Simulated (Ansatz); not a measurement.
Molecule: TeBr₂, net charge 1, doublet state. 
Structure (B3LYP-D3(BJ)/def2-TZVP (Ansatz, a quantum-chemistry and plane-wave program) minimum search):
```
Te
Br 1 2.4311
Br 1 2.4311 2 102.83
```
Charge +1, spin multiplicity 2.

Total electronic energies in hartree. Cores are frozen in the correlated levels unless marked. UHF or UKS for open shells. No spin-orbit coupling. Frozen are the shells of the preceding noble gas and the d and f shells that filled before the atom's block. In def2 rows, elements after Kr have scalar-relativistic effective core potentials. CBS marks a two-point X^-3 extrapolation of the correlation energy; Hartree-Fock from the larger set. [CCSD(T)-MP2]/basis is that difference in the basis named.

| level | program | energy (Eh) |
|---|---|---|
| HF/def2-SVP | Ansatz | -5410.93073 |
| PBE/def2-TZVPD | Ansatz | -5415.30926 |
| PBE0-D3(BJ)/def2-TZVP | Ansatz + dftd3 | -5415.49429 |
| BHLYP/def2-TZVPD | Ansatz | -5415.99346 |
| r2SCANh-D4/def2-TZVPD | Ansatz + dftd4 | -5416.13836 |
| B2PLYP/def2-TZVPD | Ansatz | -5414.96229 |
| SCS-MP2/def2-TZVPP | Ansatz | -5412.00636 |
| SCS-MP2/def2-TZVPPD | Ansatz | -5412.00941 |
| RI-MP2/CBS(def2-TZVPPD,def2-QZVPPD)+[CCSD(T)-MP2]/def2-TZVPPD | Ansatz | -5412.2603 |

Totals of different functionals don't rank their quality; only differences between species are comparable.
